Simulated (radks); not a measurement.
Values are calculated unless marked as measured or tabulated.
All-electron atom: Bi27+ in [Kr] 4d10 4f8 5d2 (not the ground configuration). Code: a radial shooting solver on a logarithmic mesh with Libxc functionals. Model: Dirac Kohn-Sham, PBEsol, spin-unpolarised, spherical densities, point nucleus; open shells fill j = l - 1/2 first.

Spin-orbit splittings of the eigenvalues, e(l+1/2) - e(l-1/2), with zeta = 2 splitting/(2l+1) and mean radii in bohr:

shell,occ.,splitting (eV),zeta (eV),<r> j=l-1/2,<r> j=l+1/2
2p,6,2319,1546,0.05389,0.06293
3p,6,521.4,347.6,0.1613,0.1776
3d,10,110.6,44.23,0.1541,0.1590
4p,6,139.1,92.71,0.3662,0.3965
4d,10,27.28,10.91,0.3927,0.4016
4f,8,7.080,2.023,0.3849,0.3889
5d,2,8.932,3.573,0.7896,0.8016
